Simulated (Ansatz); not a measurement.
Ansatz (a quantum-chemistry and plane-wave program) input file for C2H7OSi, SMILES C[Si](C)O, multiplicity 2, PBE/def2-TZVPD. Coordinates come from a PBE-D3(BJ)/def2-SVP optimisation. The isomer is the one that the SMILES or the coordinates give; other isomers of the formula were not compared. The values are those of a single conformer.

Ansatz 0.2 input:
```yaml
crystal:
  periodic: [false, false, false]
  atoms:
    - {symbol: C, position_ang: [1.53214878, -0.86774925, -0.06123258]}
    - {symbol: Si, position_ang: [-0.00342157, 0.12239557, 0.41407418]}
    - {symbol: C, position_ang: [-1.57319375, -0.83206114, -0.07673471]}
    - {symbol: O, position_ang: [0.12964789, 1.57803303, -0.45388002]}
    - {symbol: H, position_ang: [2.46105482, -0.32376185, 0.20065030]}
    - {symbol: H, position_ang: [1.54274401, -1.84698604, 0.45837631]}
    - {symbol: H, position_ang: [1.53775717, -1.05322352, -1.15752061]}
    - {symbol: H, position_ang: [-1.56248216, -1.04779080, -1.16785844]}
    - {symbol: H, position_ang: [-2.49995294, -0.26943563, 0.15556123]}
    - {symbol: H, position_ang: [-1.61967502, -1.79743892, 0.46817290]}
    - {symbol: H, position_ang: [-0.60245721, 2.19969670, -0.29557629]}
basis:
  gaussian:
    orbitals: def2-TZVPD
hamiltonian:
  xc: {name: PBE}
magnetization: {spin_polarized: true, initial_magnetization: 1}
```

Output:

```
WARN ansatz: RAYON_NUM_THREADS=2 ignored (pool sized by the plan → 2); use --threads N
Functional definition: PBE
integrals: 0.13 GiB planned
1164 factors; their error is unknown
mean field: 1.26 GiB planned
mean field evaluation 1: about -12085.5554 eV, gradient 7.1e1 eV
mean field evaluation 2: about -12023.8078 eV, gradient 1.3e2 eV
mean field evaluation 4: about -12105.5584 eV, gradient 1.1e1 eV
mean field evaluation 8: about -12106.0724 eV, gradient 2.8e-1 eV
mean field evaluation 16: about -12106.0383 eV, gradient 4.4e-4 eV
mean field -12106.03832015 eV, -444.8887024978 hartree, gradient 2.3e-5 eV, S^2 0.751721; 0 other end points of the search recorded, 0 dependent functions left out
reference -12106.03838049 eV, -444.8887047156 hartree; 21, 20 occupied and 199, 200 virtual orbitals, 1164 factors
Total energy: -12106.03838049 eV, -444.8887047156 hartree
```

The run converged.

Cost: around 8 core-seconds (rough).
